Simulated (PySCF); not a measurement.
Excitations are Tamm–Dancoff values on a coarser integration grid. The basis has no diffuse functions, so Rydberg states are missing or too high.

Species: CH3B3, SMILES `CB1B=B1` (charge 0, multiplicity 1).

Predict the LUMO, dipole moment and S1–T1 gap (TDA) from PBE-D3(BJ)/def2-TZVP // PBE0-D3(BJ)/def2-TZVP (PySCF 2.14.0).


```
Quantity             Value
---------------  ---------
LUMO              -4.75 eV
dipole moment    0.381 e·Å
S1–T1 gap (TDA)    0.61 eV
```
